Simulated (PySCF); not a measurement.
**Correlation energy of Ca (calcium, neutral)**

[Ar] 4s2, closed-shell 1S. Calculation: PySCF 2.14, in def2-SVP; the non-relativistic Hamiltonian (point nucleus). Frozen: [Ar]; 2 electrons correlated.

Total MP2 correlation energy: -17.27 mhartree.

Same-spin part 0.00 and opposite-spin part -17.27 mhartree; SCS-MP2 scales them by 1/3 and 6/5 to -20.72 mhartree.

With two correlated electrons CCSD is exact within the correlated space (frozen core and kept virtual orbitals).

```csv
level,correlation energy (mhartree)
CCSD,-26.92
```

Diagnostics: T1 = 0.021, D1 = 0.0297, largest double amplitude 0.158.

A double-excitation amplitude exceeds 0.15, a sign of near-degeneracy.

Cost of the coupled-cluster step: 0.04 s of wall time on 1 thread of Neoverse-V2 (shared host), for 2 correlated electrons.

Iterations:

```
CC2 = 0
CCSD nocc = 1, nmo = 15
frozen orbitals [0, 1, 2, 3, 4, 5, 6, 7, 8]
max_cycle = 100
direct = 0
conv_tol = 1e-08
conv_tol_normt = 1e-06
diis_space = 8
diis_start_cycle = 0
Init t2, MP2 energy = -676.677972526802  E_corr(MP2) -0.0172687160934159
Init E_corr(CCSD) = -0.0172687160935671
cycle = 1  E_corr(CCSD) = -0.0230520348806064  dE = -0.00578331879  norm(t1,t2) = 0.063954
cycle = 2  E_corr(CCSD) = -0.0251302925191559  dE = -0.00207825764  norm(t1,t2) = 0.0286419
cycle = 3  E_corr(CCSD) = -0.0268351897556556  dE = -0.00170489724  norm(t1,t2) = 0.0150515
cycle = 4  E_corr(CCSD) = -0.0269061744374447  dE = -7.09846818e-05  norm(t1,t2) = 0.00327365
cycle = 5  E_corr(CCSD) = -0.0269288807224419  dE = -2.2706285e-05  norm(t1,t2) = 0.000837156
cycle = 6  E_corr(CCSD) = -0.0269134419173658  dE = 1.54388051e-05  norm(t1,t2) = 0.000131737
cycle = 7  E_corr(CCSD) = -0.0269191407262043  dE = -5.69880884e-06  norm(t1,t2) = 3.86842e-05
cycle = 8  E_corr(CCSD) = -0.0269183723112164  dE = 7.68414988e-07  norm(t1,t2) = 7.65117e-06
cycle = 9  E_corr(CCSD) = -0.0269183218466388  dE = 5.04645777e-08  norm(t1,t2) = 1.32482e-06
cycle = 10  E_corr(CCSD) = -0.0269182123628433  dE = 1.09483795e-07  norm(t1,t2) = 9.15323e-07
cycle = 11  E_corr(CCSD) = -0.0269182097468099  dE = 2.61603348e-09  norm(t1,t2) = 2.67334e-08
CCSD converged
E(CCSD) = -676.6876220204549  E_corr = -0.02691820974680987
```
